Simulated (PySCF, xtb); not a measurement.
C2HBr2Cl, SMILES ClC=C(Br)Br.

GFN2-xTB in xtb 6.7.1 at its own geometry gives an orbital gap of 3.72 eV and a dipole moment of 2.60 D.

Geometry: B3LYP-D3(BJ)/def2-SVP.

Task: What does ωB97X/def2-TZVP (PySCF) give? (An estimate is asked for; the answer gives what the named calculation found.)

Result: gap 10.71 eV (levels -9.57 and 1.14 eV), dipole 0.85 D.
